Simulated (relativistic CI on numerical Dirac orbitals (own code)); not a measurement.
## Radial parameters of Gd⁵⁶⁺

Method of calculation: Dirac-Coulomb-Breit CI, orbitals from a KLI potential per configuration, a model potential for QED, unscaled Slater integrals (own radial code, finite nucleus).

Slater integrals F^k, G^k are unscaled and averaged over j, outside the closed core 1s2; ζ comes from projecting the Hamiltonian with its Breit term on Σ l·s of the shell.

- 2s2 2p4: F^2(2p,2p) = 1.193e+06, ζ(2p) = 3.913e+06 cm⁻¹; <r>(2p) = 0.07911, <r^2>(2p) = 0.007614 (bohr units).
- 2s 2p5: G^1(2s,2p) = 1.2808e+06, ζ(2p) = 3.9012e+06 cm⁻¹; <r>(2s) = 0.09015, <r^2>(2s) = 0.009618, <r>(2p) = 0.07921, <r^2>(2p) = 0.007633 (bohr units).
- 2p5 3s: ζ(2p) = 3.9422e+06, G^1(2p,3s) = 127970 cm⁻¹; <r>(2p) = 0.07891, <r^2>(2p) = 0.007576, <r>(3s) = 0.2127, <r^2>(3s) = 0.05164 (bohr units).

Averages of the first 10 configurations, taken without configuration mixing, which lowers the lowest level and can move excited configurations by several eV; other configurations of the list can lie among them:

| Configuration | Parity | States | Average energy above the lowest level (eV) |
| --- | --- | --- | --- |
| 2s2 2p4 | even | 15 | 493.1 |
| 2s 2p5 | odd | 12 | 1320.0 |
| 2p6 | even | 1 | 2198.9 |
| 2p5 3s | odd | 12 | 8776.0 |
| 2p5 3p | even | 36 | 9005.9 |
| 2p5 3d | odd | 60 | 9211.4 |
| 2s2 2p3 3s | odd | 40 | 7134.1 |
| 2s2 2p3 3p | even | 120 | 7373.1 |
| 2s2 2p3 3d | odd | 200 | 7579.0 |
| 2s 2p4 3s | even | 60 | 7928.8 |
